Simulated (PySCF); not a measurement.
Species: `CC1=CC=CC=C1F`. The columns A, B, C and D hold Mulliken, IAO, Hirshfeld and ESP-fitted charges (e) of one PBE0/pcSseg-1 density (PySCF), in a shuffled order. Coordinates in Å (GFN2-xTB); the density's dipole moment is (-0.45, 1.19, 0.02) D.

```
atom       x       y       z       A       B       C       D
  C1   2.184   0.350   0.021  -0.618  -0.126  -0.119  -0.424
  C2   0.701   0.147   0.000  +0.241  -0.428  -0.007  -0.021
  C3  -0.197   1.204  -0.006  -0.279  -0.013  -0.050  -0.152
  C4  -1.564   0.985  -0.013  -0.178  -0.070  -0.057  -0.163
  C5  -2.065  -0.305  -0.015  -0.141  -0.066  -0.049  -0.150
  C6  -1.193  -1.381  -0.016  -0.281  -0.136  -0.069  -0.191
  C7   0.166  -1.137  -0.009  +0.225  +0.378  +0.084  +0.281
  F8   1.014  -2.193  -0.012  -0.185  -0.288  -0.083  -0.277
  H9   2.655  -0.216  -0.781  +0.181  +0.134  +0.046  +0.160
 H10   2.597  -0.012   0.963  +0.181  +0.137  +0.047  +0.159
 H11   2.433   1.402  -0.090  +0.175  +0.113  +0.048  +0.148
 H12   0.185   2.215  -0.006  +0.179  +0.078  +0.051  +0.151
 H13  -2.241   1.826  -0.017  +0.157  +0.090  +0.050  +0.154
 H14  -3.130  -0.477  -0.018  +0.155  +0.093  +0.053  +0.157
 H15  -1.549  -2.399  -0.024  +0.189  +0.105  +0.055  +0.168
```

Q: Which column most likely holds the ESP-fitted charges?

A: A. Σ q r misses the density's dipole by 0.01 D (A), 0.57 D (C), 0.69 D (B), 1.02 D (D). Charges fitted to the outside potential are the only set here that is tied to the molecule's multipoles.

Q: And the Hirshfeld charges?

A: C. The mean sizes are 0.058 e (C), 0.150 e (B), 0.184 e (D), 0.224 e (A), and Hirshfeld charges are commonly the smallest of these schemes.

As computed, A = ESP-fitted, B = Mulliken, C = Hirshfeld, D = IAO. Hydrogens on carbon: ESP-fitted +0.16 to +0.19, Mulliken +0.08 to +0.14, Hirshfeld +0.05 to +0.06, IAO +0.15 to +0.17 e.

The Hirshfeld scheme divides the density at each point in proportion to the densities of the neutral, spherically averaged free atoms. The ESP scheme fits charges at the nuclei, held to the total charge, to the electrostatic potential on points at 1.4 to 2.0 times the van der Waals radii.

Geometry: GFN2-xTB; no solvent, vibrations or thermal averaging.

These values come from a run that also computed NMR shieldings. Hardware: an x86-64 server with one thread (shared host). Cost: 28 s.
